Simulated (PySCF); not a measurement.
Excitations are Tamm–Dancoff values on a coarser integration grid. The basis has no diffuse functions, so Rydberg states are missing or too high.

CH$_{4}$O$_{4}$, SMILES `OC(O)(O)O` (charge 0, multiplicity 1)

All values below come from PBE-D3(BJ)/def2-TZVP run with PySCF 2.14.0.

```
Quantity                                                      Result
-------------------------------------------  -----------------------
HOMO                                                        -6.97 eV
dipole moment                                                 0.01 D
HOMO–LUMO gap                                                6.90 eV
LUMO                                                        -0.07 eV
S1 excitation (TDA)                                          6.96 eV
S1 oscillator strength                                         0.003
brightest of the four lowest singlets (TDA)                  7.92 eV
T1 excitation (TDA)                                          6.79 eV
S1–T1 gap (TDA)                                              0.17 eV
total energy                                            -341.2232 Ha
cost                                         roughly 70 core-seconds
```

```xyz
9

O      0.4269    -1.0887    -0.7696
C      0.0002    -0.0003     0.0002
O     -1.3537     0.2041    -0.2907
O      0.0989    -0.1977     1.3824
O      0.8286     1.0812    -0.3215
H      1.4010    -1.0877    -0.7337
H     -1.4441     0.1220    -1.2578
H     -0.6326    -0.7927     1.6296
H      0.6747     1.7599     0.3611
```
